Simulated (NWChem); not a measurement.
Everything below was run with NWChem. System: CH$_{3}$ISi, charge 0, spin multiplicity 1, at a geometry optimised with PBE/def2-SVP with def2 effective core potentials on I. The structure started from a generated list of species. Level: G0W0@PBE0/def2-TZVPP with def2 effective core potentials on I, RI basis def2-tzvpp-rifit, no spin-orbit coupling.

Job file:

```
start mol
memory heap 200 mb stack 700 mb global 1700 mb
geometry units angstroms nocenter noautoz
  Si    -1.294386     1.157534     0.000000
  I      0.335018    -0.766456     0.000000
  C     -0.046984     2.613369     0.000000
  H     -0.587861     3.583375     0.000000
  H      0.617613     2.576552    -0.891056
  H      0.617613     2.576552     0.891056
  symmetry group Cs
end
basis spherical
  * library def2-tzvpp
end
ecp
  I library def2-ecp
end
basis "ri basis" bse spherical
  * library def2-tzvpp-rifit
end
dft
  xc pbe0
  iterations 100
  direct
  tolerances tight
end
task dft energy
gw
  method cdgw
  states alpha occ 4 vir 2
end
task dft gw
```

Part of the output:

```
             Northwest Computational Chemistry Package (NWChem) 7.3.0
             --------------------------------------------------------

                                NWChem Input Module
                                -------------------

 Scaling coordinates for geometry "geometry" by  1.889725989
 (inverse scale =  0.529177249)

 Turning off AUTOSYM since
 SYMMETRY directive was detected!

                             Geometry "geometry" -> ""
                             -------------------------

 Output coordinates in angstroms (scale by  1.889725989 to convert to a.u.)

  No.       Tag          Charge          X              Y              Z
 ---- ---------------- ---------- -------------- -------------- --------------
    1 Si                  14.0000    -1.29438600     1.15753400     0.00000000
    2 I                   53.0000     0.33501800    -0.76645600     0.00000000
    3 C                    6.0000    -0.04698400     2.61336900     0.00000000
    4 H                    1.0000    -0.58786100     3.58337500     0.00000000
    5 H                    1.0000     0.61761300     2.57655200    -0.89105600
    6 H                    1.0000     0.61761300     2.57655200     0.89105600

 Effective nuclear repulsion energy (a.u.)     269.0743057729

            Nuclear Dipole moment (a.u.)
            ----------------------------
        X                 Y               Z
 ---------------- ---------------- ----------------
     0.0000207870     0.0000018897     0.0000000000

      Symmetry information
      --------------------

 Group name             Cs
 Group number              2
 Group order               2
 No. of unique centers     5

      Symmetry unique atoms

     1    2    3    4    5


 Summary of "ao basis" -> "" (spherical)
 ------------------------------------------------------------------------------
       Tag                 Description            Shells   Functions and Types
 ---------------- ------------------------------  ------  ---------------------
 *                         def2-tzvpp                 on all atoms

 Summary of "ri basis" -> "" (spherical)
 ------------------------------------------------------------------------------
       Tag                 Description            Shells   Functions and Types
 ---------------- ------------------------------  ------  ---------------------
 *                      def2-tzvpp-rifit              on all atoms

                                 NWChem DFT Module
                                 -----------------

 Summary of "ao basis" -> "ao basis" (spherical)
 ------------------------------------------------------------------------------
       Tag                 Description            Shells   Functions and Types
 ---------------- ------------------------------  ------  ---------------------
 Si                        def2-tzvpp               14       42   5s5p3d1f
 I                         def2-tzvpp               16       50   6s5p3d2f
 C                         def2-tzvpp               11       31   5s3p2d1f
 H                         def2-tzvpp                6       14   3s2p1d

 Summary of "ao basis" -> "ao basis" (spherical)
 ------------------------------------------------------------------------------
       Tag                 Description            Shells   Functions and Types
 ---------------- ------------------------------  ------  ---------------------
 Si                        def2-tzvpp               14       42   5s5p3d1f
 I                         def2-tzvpp               16       50   6s5p3d2f
 C                         def2-tzvpp               11       31   5s3p2d1f
 H                         def2-tzvpp                6       14   3s2p1d

      Symmetry analysis of basis
      --------------------------

        a'        106
        a"         59

            General Information
            -------------------
          SCF calculation type: DFT
          Wavefunction type:  closed shell.
          No. of atoms     :     6
          No. of electrons :    48
           Alpha electrons :    24
            Beta electrons :    24
          Charge           :     0
          Spin multiplicity:     1
          Use of symmetry is: on ; symmetry adaption is: on
          Maximum number of iterations: 100
          This is a Direct SCF calculation.
          AO basis - number of functions:   165
                     number of shells:    59
          Convergence on energy requested:  1.00D-06
          Convergence on density requested:  1.00D-05
          Convergence on gradient requested:  5.00D-04

              XC Information
              --------------
                         PBE0 Method XC Functional
                     Hartree-Fock (Exact) Exchange  0.250
          PerdewBurkeErnzerhof Exchange Functional  0.750
            Perdew 1991 LDA Correlation Functional  1.000 local
           PerdewBurkeErnz. Correlation Functional  1.000 non-local

             Grid Information
             ----------------
          Grid used for XC integration:  medium
          Radial quadrature: Mura-Knowles
          Angular quadrature: Lebedev.
          Tag              B.-S. Rad. Rad. Pts. Rad. Cut. Ang. Pts.
          ---              ---------- --------- --------- ---------
          Si                  1.10       88          10.0       590
          I                   1.40      123          12.0       590
          C                   0.70       49          11.0       434
          H                   0.35       45          13.0       434
          Grid pruning is: on
          Number of quadrature shells:   350
[...]
 2-e energy   =     492.060619
 HOMO         =      -0.228940
 LUMO         =      -0.063925

      Symmetry analysis of molecular orbitals - initial
      -------------------------------------------------

  Numbering of irreducible representations:

     1 a'          2 a"

  Orbital symmetries:

     1 a'          2 a'          3 a'          4 a'          5 a'
     6 a'          7 a"          8 a'          9 a'         10 a"
    11 a'         12 a'         13 a"         14 a'         15 a"
    16 a'         17 a'         18 a'         19 a'         20 a"
    21 a'         22 a"         23 a'         24 a'         25 a"
    26 a'         27 a'         28 a'         29 a'         30 a"
    31 a'         32 a'         33 a"         34 a'

   convergence    iter        energy       DeltaE   RMS-Dens  Diis-err    time
 ---------------- ----- ----------------- --------- --------- ---------  ------
 d= 0,ls=0.0,diis     1   -626.9357317399 -7.76D+02  6.08D-03  4.37D-01     4.0
 d= 0,ls=0.0,diis     2   -626.9195076108  1.62D-02  4.17D-03  3.73D-01     6.9
 d= 0,ls=0.0,diis     3   -626.9684757733 -4.90D-02  1.18D-03  7.52D-02     9.7
 d= 0,ls=0.0,diis     4   -626.9776231869 -9.15D-03  2.27D-04  3.19D-03    12.6
 d= 0,ls=0.0,diis     5   -626.9779834695 -3.60D-04  8.28D-05  2.08D-04    15.4
 d= 0,ls=0.0,diis     6   -626.9780115537 -2.81D-05  2.50D-05  2.27D-05    18.2
 d= 0,ls=0.0,diis     7   -626.9780152504 -3.70D-06  4.74D-06  8.42D-07    21.1
 d= 0,ls=0.0,diis     8   -626.9780153240 -7.35D-08  1.62D-06  1.19D-07    23.9

         Total DFT energy =     -626.978015323986
      One electron energy =    -1268.800066570063
           Coulomb energy =      542.498112058402
    Exchange-Corr. energy =      -49.468293268624
 Nuclear repulsion energy =      148.792232456299

 Numeric. integr. density =       47.999993678605

     Total iterative time =     22.8s

                  Occupations of the irreducible representations
                  ----------------------------------------------

                     irrep           alpha         beta
                     --------     --------     --------
                     a'               18.0         18.0
                     a"                6.0          6.0

                       DFT Final Molecular Orbital Analysis
                       ------------------------------------

 Vector   22  Occ=2.000000D+00  E=-2.895266D-01  Symmetry=a"
              MO Center=  1.9D-01, -5.7D-01,  1.1D-16, r^2= 2.4D+00
   Bfn.  Coefficient  Atom+Function         Bfn.  Coefficient  Atom+Function
  ----- ------------  ---------------      ----- ------------  ---------------
    60      0.526842  2 I  pz                54     -0.433002  2 I  pz
    57      0.340472  2 I  pz                63      0.246879  2 I  pz
    17      0.122828  1 Si pz                20      0.065633  1 Si pz
    51     -0.055103  2 I  pz               100     -0.040612  3 C  pz
     8     -0.039674  1 Si pz               103     -0.037656  3 C  pz

 Vector   23  Occ=2.000000D+00  E=-2.858895D-01  Symmetry=a'
              MO Center= -5.8D-02, -3.3D-01, -8.8D-16, r^2= 3.4D+00
   Bfn.  Coefficient  Atom+Function         Bfn.  Coefficient  Atom+Function
  ----- ------------  ---------------      ----- ------------  ---------------
    59      0.452078  2 I  py                53     -0.376471  2 I  py
    56      0.298087  2 I  py                62      0.210735  2 I  py
    58      0.207865  2 I  px                 5     -0.178504  1 Si s
    15      0.168236  1 Si px                52     -0.168913  2 I  px
     4     -0.162507  1 Si s                 55      0.133245  2 I  px

 Vector   24  Occ=2.000000D+00  E=-2.437360D-01  Symmetry=a'
              MO Center= -8.1D-01,  6.6D-01,  2.2D-16, r^2= 4.4D+00
   Bfn.  Coefficient  Atom+Function         Bfn.  Coefficient  Atom+Function
  ----- ------------  ---------------      ----- ------------  ---------------
     5      0.404653  1 Si s                 58      0.348773  2 I  px
     4      0.292536  1 Si s                 15     -0.292995  1 Si px
    52     -0.284507  2 I  px                55      0.228151  2 I  px
    61      0.197164  2 I  px                 3     -0.171340  1 Si s
    18     -0.170386  1 Si px                97     -0.143134  3 C  s

 Vector   25  Occ=0.000000D+00  E=-1.041760D-01  Symmetry=a"
              MO Center= -1.1D+00,  1.0D+00, -2.0D-15, r^2= 3.5D+00
   Bfn.  Coefficient  Atom+Function         Bfn.  Coefficient  Atom+Function
  ----- ------------  ---------------      ----- ------------  ---------------
    20      0.515564  1 Si pz                17      0.488847  1 Si pz
    63     -0.182594  2 I  pz                60     -0.175574  2 I  pz
     8     -0.160350  1 Si pz                14      0.156220  1 Si pz
    54      0.146295  2 I  pz               140      0.131823  5 H  s
   154     -0.131823  6 H  s                 57     -0.124016  2 I  pz

 Vector   26  Occ=0.000000D+00  E=-2.095836D-02  Symmetry=a'
              MO Center= -7.8D-01,  6.1D-01,  8.6D-16, r^2= 6.0D+00
   Bfn.  Coefficient  Atom+Function         Bfn.  Coefficient  Atom+Function
  ----- ------------  ---------------      ----- ------------  ---------------
    19      0.679574  1 Si py                48      0.550579  2 I  s
    18     -0.472821  1 Si px                97     -0.430132  3 C  s
    62      0.427965  2 I  py                61     -0.405084  2 I  px
    16      0.359746  1 Si py                 5     -0.342537  1 Si s
    15     -0.234844  1 Si px                 4     -0.207966  1 Si s

 Vector   27  Occ=0.000000D+00  E= 3.119761D-02  Symmetry=a'
              MO Center= -6.8D-01,  1.6D+00, -1.3D-15, r^2= 7.5D+00
   Bfn.  Coefficient  Atom+Function         Bfn.  Coefficient  Atom+Function
  ----- ------------  ---------------      ----- ------------  ---------------
    97      3.694052  3 C  s                  5     -1.839065  1 Si s
    18     -1.033246  1 Si px               140     -0.963201  5 H  s
   154     -0.963201  6 H  s                 19     -0.911872  1 Si py
   126     -0.837947  4 H  s                105     -0.508174  3 C  py
    15     -0.365388  1 Si px                62      0.273682  2 I  py

 center of mass
 --------------
 x =   0.07106842 y =  -0.27488270 z =   0.00000000

 moments of inertia (a.u.)
 ------------------
         779.628030902233         264.123928977416           0.000000000000
         264.123928977416         227.191767267343           0.000000000000
           0.000000000000           0.000000000000         995.389625584271

     Multipole analysis of the density
     ---------------------------------

     L   x y z        total         alpha         beta         nuclear
     -   - - -        -----         -----         ----         -------
     0   0 0 0      0.000000    -24.000000    -24.000000     48.000000

     1   1 0 0     -0.022334      8.852114      8.852114    -17.726561
     1   0 1 0      0.781510    -19.886731    -19.886731     40.554973
     1   0 0 1      0.000000      0.000000      0.000000      0.000000

     2   2 0 0    -36.785952    -67.287516    -67.287516     97.789080
     2   1 1 0     -1.072148     47.773599     47.773599    -96.619347
     2   1 0 1      0.000000      0.000000      0.000000      0.000000
     2   0 2 0    -32.728709   -195.883117   -195.883117    359.037525
     2   0 1 1      0.000000      0.000000      0.000000      0.000000
     2   0 0 2    -33.937017    -19.803865    -19.803865      5.670713

 Task  times  cpu:       23.9s     wall:       23.9s

                                NWChem Input Module
                                -------------------

                                 NWChem GW Module
                                 ----------------

                             ***********************
                             ***        GW       ***
                             ***********************

 Summary of "ri basis" -> "ri basis" (spherical)
 ------------------------------------------------------------------------------
       Tag                 Description            Shells   Functions and Types
 ---------------- ------------------------------  ------  ---------------------
 Si                     def2-tzvpp-rifit            33      123   11s8p7d5f2g
 I                      def2-tzvpp-rifit            38      184   9s8p8d6f4g3h
 C                      def2-tzvpp-rifit            22       76   8s6p4d3f1g
 H                      def2-tzvpp-rifit            10       30   4s3p2d1f

                 Memory Information
                 ------------------
          Available GA per process is          1699.8 MBs
          Available stack per process is        700.0 MBs
          Available heap per process is           0.0 MBs

          Peak memory in Initialization
              Peak GA per process is                 17.4 MBs
              Peak stack per process is               0.3 MBs
              Peak heap per process is               18.1 MBs
              Memory not in MA per process            0.0 MBs

          Peak memory in CDGW Calculation
              Peak GA per process is                 21.0 MBs
              Peak stack per process is               3.4 MBs
              Peak heap per process is                3.6 MBs
              Memory not in MA per process            0.0 MBs

          Computing 2-center integrals
          Computing Inverse Cholesky factor
          Computing 3-center integrals
          Computing Vxc

          Computing Sigma_x
          Computing W(iw) on the imaginary grid
          Solving quasiparticle equations

                  Alpha Orbitals
          State     Energy (eV)     Error (eV)
          -----------------------------------
@GW        21        -10.884           0.004
@GW        22         -9.521           0.004
@GW        23         -9.502           0.004
@GW        24         -8.461           0.005
@GW        25         -1.078           0.005
@GW        26          1.244           0.004

     GW Timing Statistics
   ------------------------
   Init.   :          0.1s
     ERIs  :          2.0s
     Distr.:          0.0s
     Vxc   :          2.6s
   Vmo     :          0.0s
   iW      :          4.0s
   I_n     :          0.0s
   R_n     :          0.4s
   GW total:          9.2s

 Task  times  cpu:        9.2s     wall:        9.2s

 Total times  cpu:       33.2s     wall:       33.2s
```
